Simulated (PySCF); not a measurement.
A geometry optimisation, step by step.

Compound: C₃H₆FPSe.
Numbering: `[F:1][C@H:2]1[CH2:3][P@@H:4](=[Se:5])[CH2:6]1` (hydrogens: H7 on C2; H8, H9 on C3; H10 on P4; H11, H12 on C6)

Computed by this run: PBE0-D3(BJ)/def2-SVP geometry optimisation, gas phase (PySCF 2.14.0); density fitting, grid level 1; the optimiser is geomeTRIC in internal coordinates, started from a GFN2-xTB structure with every atom displaced at random (about 0.01 Å). The frame can shift and turn from step to step; on so coarse a grid that alone can change the energy by a few meV, and forces under 0.02 eV/Å are noise.

Step 0: E = -80531.3695 eV, largest atomic force 1.508 eV/Å
```
atom  x, y, z in Å  |  force x, y, z in eV/Å
F1      1.240    1.732    0.757   -0.011   0.407  -0.090
C2      0.594    0.532    0.759   -0.065   0.238  -0.242
C3     -0.918    0.617    0.419    1.427  -0.486   0.032
P4     -0.699   -0.869   -0.678   -0.751   0.375  -0.332
Se5    -1.617   -1.053   -2.546    0.156  -0.070   0.228
C6      1.035   -0.364   -0.402    0.265  -0.350   0.591
H7      0.806    0.096    1.744   -0.239  -0.344   0.061
H8     -1.572    0.597    1.263   -0.874  -0.185   0.737
H9     -1.105    1.510   -0.160   -0.126   0.482  -0.572
H10    -0.891   -1.934    0.236    0.043  -0.164   0.063
H11     1.775   -1.131   -0.165    0.133  -0.207  -0.084
H12     1.390    0.236   -1.236    0.042   0.303  -0.393
```

Step 1: E = -80531.4510 eV, largest atomic force 0.323 eV/Å
```
atom  x, y, z in Å  |  force x, y, z in eV/Å
F1      1.387    1.577    0.844   -0.040  -0.117   0.018
C2      0.681    0.405    0.846    0.007  -0.003   0.067
C3     -0.826    0.591    0.629   -0.234   0.166   0.149
P4     -0.834   -0.905   -0.454    0.032  -0.169  -0.079
Se5    -1.940   -1.169   -2.197    0.051   0.060   0.054
C6      0.971   -0.498   -0.359    0.049   0.104  -0.123
H7      0.889   -0.122    1.793    0.009   0.065   0.001
H8     -1.496    0.604    1.507    0.148   0.038  -0.141
H9     -1.010    1.483    0.006    0.016  -0.112   0.021
H10    -0.944   -1.967    0.490   -0.009   0.040   0.026
H11     1.702   -1.306   -0.245    0.018  -0.048  -0.010
H12     1.233    0.120   -1.234   -0.045  -0.024   0.017
```

Step 2: E = -80531.4554 eV, largest atomic force 0.066 eV/Å
```
atom  x, y, z in Å  |  force x, y, z in eV/Å
F1      1.385    1.571    0.847    0.017   0.004   0.011
C2      0.679    0.402    0.848    0.004   0.024  -0.012
C3     -0.829    0.591    0.629   -0.050   0.014   0.041
P4     -0.831   -0.911   -0.451    0.005  -0.058  -0.010
Se5    -1.935   -1.166   -2.193    0.010   0.022  -0.005
C6      0.971   -0.497   -0.363    0.016   0.001   0.002
H7      0.888   -0.118    1.798   -0.011  -0.013  -0.006
H8     -1.492    0.615    1.503    0.022   0.018  -0.007
H9     -1.011    1.475   -0.002    0.015  -0.025  -0.028
H10    -0.945   -1.965    0.500    0.007   0.008   0.015
H11     1.705   -1.306   -0.254   -0.003  -0.002  -0.007
H12     1.224    0.122   -1.237   -0.032   0.006   0.006
```

Step 3: E = -80531.4567 eV, largest atomic force 0.041 eV/Å
```
atom  x, y, z in Å  |  force x, y, z in eV/Å
F1      1.388    1.570    0.848    0.011   0.013   0.011
C2      0.679    0.402    0.848    0.001   0.021  -0.032
C3     -0.829    0.592    0.627    0.021  -0.025   0.007
P4     -0.830   -0.917   -0.446   -0.006   0.002   0.020
Se5    -1.932   -1.166   -2.189   -0.003   0.000  -0.012
C6      0.970   -0.496   -0.363    0.009  -0.027   0.029
H7      0.886   -0.117    1.799   -0.012  -0.022  -0.005
H8     -1.490    0.625    1.502   -0.019   0.015   0.024
H9     -1.008    1.468   -0.013    0.005   0.003  -0.030
H10    -0.943   -1.966    0.510    0.006  -0.002   0.002
H11     1.706   -1.304   -0.258    0.004   0.014  -0.006
H12     1.214    0.124   -1.239   -0.016   0.009  -0.007
```

Step 4: E = -80531.4577 eV, largest atomic force 0.059 eV/Å
```
atom  x, y, z in Å  |  force x, y, z in eV/Å
F1      1.390    1.569    0.849    0.003   0.007   0.010
C2      0.679    0.403    0.847    0.004   0.020  -0.028
C3     -0.829    0.593    0.625    0.045  -0.037  -0.006
P4     -0.829   -0.923   -0.439   -0.011   0.035   0.021
Se5    -1.930   -1.172   -2.183   -0.009  -0.015  -0.006
C6      0.969   -0.496   -0.363   -0.002  -0.026   0.029
H7      0.884   -0.118    1.797   -0.009  -0.018  -0.003
H8     -1.489    0.639    1.500   -0.027   0.012   0.017
H9     -1.005    1.461   -0.028   -0.002   0.010  -0.016
H10    -0.938   -1.968    0.523    0.001  -0.007  -0.005
H11     1.710   -1.300   -0.263    0.011   0.017  -0.004
H12     1.201    0.126   -1.241   -0.003   0.003  -0.010
```

Step 5: E = -80531.4583 eV, largest atomic force 0.044 eV/Å
```
atom  x, y, z in Å  |  force x, y, z in eV/Å
F1      1.393    1.569    0.852   -0.004  -0.004   0.006
C2      0.679    0.404    0.846    0.004   0.014  -0.013
C3     -0.828    0.596    0.622    0.034  -0.027  -0.006
P4     -0.829   -0.929   -0.430   -0.006   0.036   0.007
Se5    -1.932   -1.186   -2.173   -0.009  -0.019   0.004
C6      0.968   -0.495   -0.363   -0.008  -0.014   0.017
H7      0.880   -0.120    1.795   -0.005  -0.008  -0.002
H8     -1.489    0.654    1.496   -0.017   0.008   0.001
H9     -1.001    1.455   -0.044   -0.004   0.008   0.000
H10    -0.934   -1.969    0.537   -0.002  -0.004  -0.006
H11     1.714   -1.294   -0.266    0.011   0.011  -0.003
H12     1.189    0.126   -1.245    0.004  -0.002  -0.006
```

Step 6: E = -80531.4588 eV, largest atomic force 0.021 eV/Å
```
atom  x, y, z in Å  |  force x, y, z in eV/Å
F1      1.396    1.569    0.854   -0.005  -0.008   0.000
C2      0.679    0.407    0.843    0.003   0.005   0.004
C3     -0.826    0.599    0.618    0.008  -0.008  -0.002
P4     -0.829   -0.933   -0.422    0.000   0.018  -0.010
Se5    -1.937   -1.205   -2.160   -0.005  -0.013   0.010
C6      0.968   -0.494   -0.364   -0.007  -0.001   0.003
H7      0.876   -0.121    1.792    0.000   0.002   0.000
H8     -1.489    0.669    1.490   -0.003   0.003  -0.010
H9     -0.997    1.452   -0.058   -0.001   0.004   0.009
H10    -0.929   -1.968    0.551   -0.001   0.001   0.000
H11     1.720   -1.288   -0.269    0.006   0.001  -0.003
H12     1.180    0.125   -1.249    0.006  -0.003   0.000
```

Step 7: E = -80531.4590 eV, largest atomic force under 0.02 eV/Å
```
atom  x, y, z in Å  |  force x, y, z in eV/Å
F1      1.398    1.570    0.854   -0.003  -0.005  -0.003
C2      0.680    0.408    0.842    0.001  -0.001   0.009
C3     -0.825    0.602    0.615   -0.008   0.004   0.000
P4     -0.829   -0.935   -0.418    0.002   0.001  -0.015
Se5    -1.942   -1.220   -2.150   -0.002  -0.005   0.008
C6      0.968   -0.494   -0.365   -0.003   0.003  -0.003
H7      0.874   -0.121    1.790    0.002   0.005   0.000
H8     -1.490    0.677    1.485    0.004  -0.001  -0.008
H9     -0.995    1.452   -0.065    0.002   0.000   0.007
H10    -0.925   -1.965    0.560    0.002   0.003   0.005
H11     1.723   -1.285   -0.270    0.000  -0.004  -0.002
H12     1.177    0.124   -1.252    0.003   0.000   0.003
```

**Question.** Summarise the path.

**Answer.** The energy falls by 2.06 kcal/mol from step 0 to step 7; nine tenths of that is first reached at step 1. It falls at every step. The largest force goes from 1.508 to under 0.02 eV/Å. Among the bonds C3–H8 changes most, from 1.068 to 1.098 Å; the atoms move by 0.098 Å rms after alignment.

**Question.** Follow the three bonds and two angles with the largest change from start to end.

**Answer.** 
```
step  E above end (kcal/mol)  largest force (eV/Å)  C3–H8 (Å)  P4–C6 (Å)  C3–H9 (Å)  P4–C3–H9 (°)  C2–C3–H8 (°)
   0                    2.06                 1.508      1.068      1.826      1.080         111.4         115.0
   1                    0.18                 0.323      1.104      1.852      1.104         108.9         119.0
   2                    0.08                 0.066      1.098      1.851      1.101         108.5         118.8
   3                    0.05                 0.041      1.097      1.850      1.100         108.2         118.7
   4                    0.03                 0.059      1.097      1.850      1.101         107.7         118.7
   5                    0.01                 0.044      1.097      1.850      1.101         107.4         118.8
   6                    0.00                 0.021      1.098      1.851      1.101         107.2         118.9
   7                    0.00            under 0.02      1.098      1.851      1.101         107.2         119.0
```

What follows is the cost of the whole optimisation. Hardware: one thread, Arm Neoverse V2 (aarch64), shared host with 96 logical CPUs at a one-minute load of 47. Cost: 69 s, 0.61 GiB resident at most.
